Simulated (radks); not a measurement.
Results of a calculation; reference values are marked as such.
Species: Pt IV. Configuration: [Xe] 4f14 5d7. Level of theory: Dirac Kohn-Sham, SOGGA, spin-unpolarised, spherical densities, point nucleus; open shells fill j = l - 1/2 first (a radial shooting solver on a logarithmic mesh with Libxc functionals).

Normalised radial functions P(r) = r R(r) (large component), r in bohr:

r           5p1/2    5d5/2
0.001012   0.0089   0.0000
0.001361   0.0121   0.0000
0.001845   0.0169   0.0000
0.0025     0.0238   0.0001
0.003361   0.0337   0.0002
0.004555   0.0485   0.0004
0.006173   0.0703   0.0008
0.008367   0.1013   0.0020
0.01125    0.1422   0.0044
0.01524    0.1950   0.0096
0.02066    0.2521   0.0206
0.02778    0.2946   0.0413
0.03765    0.2914   0.0790
0.05102    0.1969   0.1388
0.06915   -0.0126   0.2159
0.09297   -0.2736   0.2800
0.126     -0.4260   0.2740
0.1708    -0.2492   0.1274
0.2296     0.2275  -0.1432
0.3111     0.6131  -0.3952
0.4217     0.3886  -0.3823
0.5715    -0.3853  -0.0203
0.7684    -1.0407   0.4823
1.041     -1.1111   0.8448
1.411     -0.7027   0.8773
1.897     -0.2839   0.6526
2.572     -0.0655   0.3448
3.485     -0.0077   0.1223
4.723     -0.0004   0.0252
6.35      0.0000   0.0027
8.606     0.0000   0.0001

5p1/2: eigenvalue -101.54 eV, 3 radial nodes at r = 0.0681, 0.202, 0.498 bohr, <r> = 1.03 bohr, 90 % of the charge inside 1.49 bohr. 5d5/2: eigenvalue -37.838 eV, 2 radial nodes at r = 0.198, 0.579 bohr, <r> = 1.51 bohr, 90 % of the charge inside 2.28 bohr.
